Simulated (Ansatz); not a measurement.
All values below come from frozen-core CCSD(T)/cc-pVTZ // PBE-D3(BJ)/def2-TZVP run with Ansatz (a program for electronic structure).

Ansatz 0.2 input:
```yaml
crystal:
  periodic: [false, false, false]
  atoms:
    - { symbol: S, position_ang: [-1.808964, -0.008345, 1.318241] }
    - { symbol: Ge, position_ang: [-0.005934, -0.016317, -0.006633] }
    - { symbol: S, position_ang: [1.963538, -0.050655, 1.054439] }
    - { symbol: S, position_ang: [-0.111719, -1.893652, -1.219135] }
    - { symbol: S, position_ang: [-0.066637, 1.887743, -1.180202] }
    - { symbol: H, position_ang: [-1.559745, -1.257476, 1.782991] }
    - { symbol: H, position_ang: [1.793159, 1.196721, 1.557581] }
    - { symbol: H, position_ang: [1.101089, -1.678906, -1.785864] }
    - { symbol: H, position_ang: [-1.345001, 1.680788, -1.581869] }
basis:
  gaussian: { orbitals: cc-pVTZ }
correlation:
  method: ccsd_t
```

Output:

```
Functional definition: HF
1371 factors; integrals over basis functions are off by at most 9.6e-4 eV
mean field evaluation 1: about -99810.1673 eV, gradient 2.4e1 eV
mean field evaluation 2: about -99810.4187 eV, gradient 2.4e1 eV
mean field evaluation 4: about -99812.7119 eV, gradient 3.9e0 eV
mean field evaluation 8: about -99812.7917 eV, gradient 2.5e-1 eV
mean field evaluation 16: about -99810.1673 eV, gradient 2.4e1 eV
mean field -99812.79216637 eV, -3668.0524565735 hartree, gradient 1.4e-6 eV, S^2 0.000000; 0 other end points of the search recorded, 0 dependent functions left out
29 core orbitals not correlated
reference -99812.79216637 eV, -3668.0524565735 hartree; 21, 21 occupied and 185, 185 virtual orbitals, 1371 factors
second order -24.44728270 eV of doubles, -0.00000000 eV of singles
cycle   1  -25.46050637 eV  change    -1.0e0 eV  update   1.2e-1
cycle   2  -26.15707809 eV  change   -7.0e-1 eV  update   3.3e-2
cycle   3  -26.26590874 eV  change   -1.1e-1 eV  update   1.5e-2
cycle   4  -26.25637581 eV  change    9.5e-3 eV  update   3.4e-3
cycle   5  -26.25541074 eV  change    9.7e-4 eV  update   1.4e-3
cycle   6  -26.25479837 eV  change    6.1e-4 eV  update   4.3e-4
cycle   7  -26.25463129 eV  change    1.7e-4 eV  update   1.6e-4
cycle   8  -26.25469931 eV  change   -6.8e-5 eV  update   4.7e-5
cycle   9  -26.25470392 eV  change   -4.6e-6 eV  update   1.5e-5
perturbative correction -1.30534352 eV, -0.0479704896 hartree
Total energy: -99840.35221381 eV, -3669.0652696360 hartree
```

Cost: around 8 core-minutes (rough).
